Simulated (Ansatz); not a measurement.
Cost and result up the ladder for Ga7P7 (14 atoms). Charge 0, multiplicity 1. Geometry: PBE-D4/def2-SVP.

```xyz
14

Ga   -0.249   -0.436   -3.157
Ga   -0.937   -2.020    1.935
Ga    0.090   -2.013   -0.875
Ga   -2.879    0.818    0.901
Ga    1.513    1.511    0.495
Ga    0.829    2.257   -2.110
Ga    0.079    0.477    2.908
P     0.582   -2.450   -3.089
P    -1.324    1.412   -2.259
P     0.140   -3.549    0.815
P    -2.003   -0.410    3.139
P     2.674    2.760   -1.063
P     2.100    1.267    2.690
P    -0.615    0.376   -0.331
```

Ansatz on 2 threads of AMD EPYC 7R13 on a shared host and a share (18 GiB) of an NVIDIA H100 80GB HBM3. Times are rough, and most runs start from the orbitals of an earlier one. CAM-B3LYP-D4/def2-TZVP serves as the yardstick here, not as an exact answer. Differences are given only for rows in sets of like size (and for xTB, whose basis is part of the method), since another set adds its own error. Binding counts from free atoms at the same level (Ga doublet, P quartet; other spins of the atoms weren't run), without zero-point energy or a counterpoise term.

The 6-31G sets use Cartesian d functions. LC-ωPBE has ω = 0.4 bohr⁻¹. B3LYP takes the VWN-RPA correlation. Correlated methods freeze 98 core orbitals; core or outer-core shells of Ga are correlated, in sets that lack core-valence functions. The rows differ in basis, and correlated rows in double-zeta sets carry the largest basis error. Single mean-field runs in def2-TZVP are fitted with def2-universal-jkfit.

Correlated methods converge slowly with the basis, most of all in double-zeta sets.

```
                               level  functions  wall time  binding energy per atom (eV)  difference from CAM-B3LYP-D4/def2-TZVP (eV)
                     PBE-D4/def2-SVP        350      3.1 s                          2.88                                            –
                    PBE-D4/def2-TZVP        595      3.8 s                          2.90                                         0.35
                            HF/6-31G        294      4.1 s                          0.79                                            –
                    PBE0-D4/def2-SVP        350      4.5 s                          2.76                                            –
                 r2SCAN-D4/def2-TZVP        595        5 s                          2.78                                         0.23
                        MP2/def2-SVP        350        5 s                          2.48                                            –
                      B3LYP-D4/6-31G        294      5.5 s                          2.40                                            –
     PBE0-D4/def2-TZVP (with forces)        595        6 s                          2.78                                         0.23
                r2SCANh-D4/def2-TZVP        595        6 s                          2.74                                         0.19
                   LC-ωPBE/def2-TZVP        595        6 s                          2.54                                        -0.01
                    RPA@PBE/def2-SVP        350      6.5 s                          2.24                                            –
CAM-B3LYP-D4/def2-TZVP (with forces)        595      9.5 s                          2.55                                         0.00
```
